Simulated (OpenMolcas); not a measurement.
Fe2+ in KCdF3: curves along the breathing mode

Fe2+ with its 6 nearest fluoride ions, on the Cd site of idealised cubic KCdF3 (a = 4.302 Å, distance in the model lattice 2.151 Å). The rest of the host is ab initio model potentials to 7.6 Å, with orthogonalisation functions on the cations behind the ligands, and point charges beyond; the distance is set by hand and nothing relaxes. Ligand basis ANO-RCC-VDZP.

```
Program             : OpenMolcas 26.06
Method              : CASSCF
Basis               : ANO-RCC-VDZP [5s4p2d1f]
Scalar Hamiltonian  : DKH2, point nucleus
Active space        : 6 electrons in 5 orbitals (3d)
State averaging     : 2S+1 = 5 even, 5 roots; 2S+1 = 3 even, 45 roots; 2S+1 = 1 even, 50 roots
Spin-orbit coupling : RASSI with atomic mean-field integrals over the reference wave functions
```

Spin-free energies (labels of O, the rotations of Oh) in cm-1 above the lowest fitted minimum, as all ligands move together:

```csv
R (Å),5T2,5E,3T1,3T2,1A1,3T1(2),3E
1.972,1490,11930,16530,20540,18780,24550,27850
2.018,0,9240,16060,19700,19380,23060,26170
2.065,730,8900,17680,20940,21920,23790,26680
2.111,3500,10760,21190,24110,26220,26560,29220
2.158,8360,14810,26680,29280,32400,31410,33830
2.204,15090,20840,33930,36250,40250,38130,40320
2.251,24040,29170,43340,45380,50170,47070,49020
```

Cubic fits give the following; the wavenumber is harmonic, with the mass of all moving ligands, small differences in it between states hang on the degree of the fit, a number in brackets counts states of one label, and the table is a selection of at most 14 states with clean curves.

| State | R0 (Å) | Breathing mode (cm-1) | Minimum (cm-1) |
| --- | --- | --- | --- |
| 5T2 | 2.026 | 540 | 0 |
| 5E | 2.049 | 555 | 8760 |
| 3T1 | 2.005 | 522 | 16020 |
| 3T2 | 2.014 | 524 | 19720 |
| 1A1 | 1.979 | 502 | 18750 |
| 3T1(2) | 2.027 | 540 | 23060 |
| 3E | 2.031 | 537 | 26120 |
| 3T2(2) | 2.024 | 539 | 25570 |
| 3T1(3) | 2.030 | 539 | 26790 |
| 1T1 | 2.004 | 522 | 25840 |
| 3A2 | 2.041 | 548 | 31190 |
| 3T2(3) | 2.037 | 539 | 31000 |
| 3T1(4) | 2.047 | 555 | 32190 |
| 3E(2) | 2.045 | 557 | 33030 |

The minimum of 5E is shifted by +0.0227 Å against 5T2 (from the unrounded fits). With M = 114.0 u for the moving shell, the Huang-Rhys factor in this mode is S = M ω ΔR² / 2ħ = 0.01483 × 114.0 × 540 × 0.0227² = 0.47. Only the first shell moves, against a rigid host.

An orbital triplet at a regular site is open to Jahn-Teller coupling, which can distort the site and quench the lowest spin-orbit gaps and is left out. Without dynamic correlation the repulsion within the d shell is too large (B by tens of per cent), so at a given field states of lower spin stand too high. Ligand-to-metal charge-transfer states are missing. With no ligand orbital active B as a rule stays too high, so bands that hang on it stand too high and its fall with covalency is understated. With metal d orbitals alone and no dynamic correlation 10Dq can be off by a tenth to a fifth, either way, in oxide and fluoride hosts. No measured value stands beside these numbers.
